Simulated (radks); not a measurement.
Valence configurations of neutral silicon (all share [Ne]). All-electron calculation, scalar-relativistic Kohn-Sham, PBE, spin-unpolarised, spherical densities, finite nucleus; Fermi nuclear charge, rms radius 3.1224 fm. Program: a radial shooting solver on a logarithmic mesh with Libxc functionals. Order these by energy: 3s1 3p3; 3s2 3p2; 3s1.5 3p2.5; 3p4.

Answer. From the lowest, in eV above it: 3s2 3p2 0.000; 3s1.5 3p2.5 3.387; 3s1 3p3 6.814; 3p4 13.778. NIST lists [Ne] 3s2 3p2 as the ground configuration; this level of theory agrees among the configurations tried. The energies are those of spherical spin-averaged densities, not of single terms.
